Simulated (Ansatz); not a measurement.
CH$_{4}$FMoNO$_{2}$, SMILES `C[N]=[Mo](=[O])([OH])[F]` at its PBE0-D4/def2-TZVP geometry, where that method's forces vanish. Charge 0, multiplicity 1. Mo takes the def2 core potential.

```tsv
atom	x (Å)	y (Å)	z (Å)
C1	-1.523	-0.657	-0.583
N2	-0.267	-0.433	0.041
Mo3	1.280	0.312	0.071
O4	1.375	1.290	-1.287
O5	1.405	1.355	1.626
F6	2.567	-1.035	0.030
H7	-1.629	-0.054	-1.492
H8	-1.625	-1.715	-0.843
H9	-2.333	-0.402	0.108
H10	0.750	1.339	2.328
```

Task: For each bond, give half the difference of the two atoms' forces along it (eV/Å; positive pushes the atoms apart) under PBE-D4, r2SCAN-D4, B3LYP-D4, ωB97M-V in def2-TZVPP. (Best estimate.)

Result: Ansatz gave: 
| bond | length (Å) | PBE-D4 | r2SCAN-D4 | B3LYP-D4 | ωB97M-V |
| --- | --- | --- | --- | --- | --- |
| C1–N2 | 1.420 | -0.37 | -0.14 | 0.03 | 0.60 |
| C1–H7 | 1.096 | 0.14 | -0.02 | -0.07 | -0.14 |
| C1–H8 | 1.094 | 0.12 | -0.03 | -0.08 | -0.15 |
| C1–H9 | 1.095 | 0.12 | -0.03 | -0.08 | -0.15 |
| N2–Mo3 | 1.718 | 0.64 | 0.40 | 0.21 | -0.52 |
| Mo3–O4 | 1.676 | 1.01 | 0.56 | 0.43 | -0.33 |
| Mo3–O5 | 1.877 | -0.05 | 0.00 | 0.14 | 0.23 |
| Mo3–F6 | 1.863 | -0.01 | -0.12 | 0.10 | 0.21 |
| O5–H10 | 0.959 | 0.30 | -0.02 | -0.08 | -0.08 |

B3LYP here is the variant with VWN-RPA as its local correlation; programs differ in this.
